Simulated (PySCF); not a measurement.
# Identify the compound

Molecular formula: C4H12Si3. Simulated spectra:

$^{1}$H NMR (300 MHz, computed): δ 7.53 (m, 1H), 7.19 (m, 1H), 4.60 (m, 1H), 4.60 (m, 1H), 4.54 (m, 1H), 4.26 (m, 1H), 4.11 (m, 1H), 0.24 (d, 3H), 0.05 (m, 1H), -0.10 (m, 1H).

$^{13}$C{$^{1}$H} NMR (computed): δ 159.6 (CH), 153.4 (CH), -4.3 (CH3), -15.1 (CH2).

Calculated, not measured (PySCF): PBE0/pcSseg-1 with gauge-including orbitals, coordinates at the GFN2-xTB level. Rapidly exchanging positions averaged, non-relativistic, no solvent model, one conformer.

References, each an isolated molecule treated in the same way: $^{1}$H (31.72 ppm) and $^{13}$C (186.93 ppm) vs TMS.

Q: Which candidate is it?
A. [SiH3]/C=C\[SiH2][SiH]1CC1
B. C[Si@@H]1C=C[SiH2]C[SiH2]1
C. CC#C[SiH2][Si@@H](C)[SiH3]
D. C#C[C@@H](C)[SiH]([SiH3])[SiH3]
E. C[C@H]([SiH3])[SiH2]C#C[SiH3]

A: B. 

1. The formula gives 2 degrees of unsaturation (1 ring in the answer).
2. 4 carbon signals for 4 carbons: no two carbons are equivalent.
3. Carbon types of the structure: 2 × CH, 1 × CH2, 1 × CH3, leaving 5 H on heteroatoms.
4. δC 159.6, 153.4: alkene CH; as expected for a trigonal carbon in a double bond.
5. δC -4.3: methyl carbon bonded to Si; an electropositive neighbour leaves it electron-rich and shielded.
6. δC -15.1: sp3 CH2 bonded to 2 Si; an electropositive neighbour leaves it electron-rich and shielded.
7. δH 0.24: hydrogen on a methyl carbon bonded to Si; an electropositive neighbour shields it, as in TMS itself.
8. δH 0.05, -0.10: hydrogen on an sp3 CH2 bonded to 2 Si; an electropositive neighbour shields it, as in TMS itself.

The others: CC#C[SiH2][Si@@H](C)[SiH3] would give 6 signals for carbon-bound and other non-exchanging H, not 10; C[C@H]([SiH3])[SiH2]C#C[SiH3] would give 6 signals for carbon-bound and other non-exchanging H, not 10; [SiH3]/C=C\[SiH2][SiH]1CC1 would give 3 carbon signals, not 4; C#C[C@@H](C)[SiH]([SiH3])[SiH3] would give 6 signals for carbon-bound and other non-exchanging H, not 10.

Shifts are as computed. Against solution values, carbons near 30 ppm lie about +3 ppm off and those near 130 ppm about +5 ppm. Of 1211 compounds with measured shifts, 218 miss one by over three times the rms of a fit or turn the order of signals round; such compounds aren't used in these exercises. No couplings were computed; multiplicities are counted from neighbouring protons, with m where these are inequivalent, close in shift, in a saturated or five-membered ring or joined by F or P, and br s for small geminal =CH2 splittings.
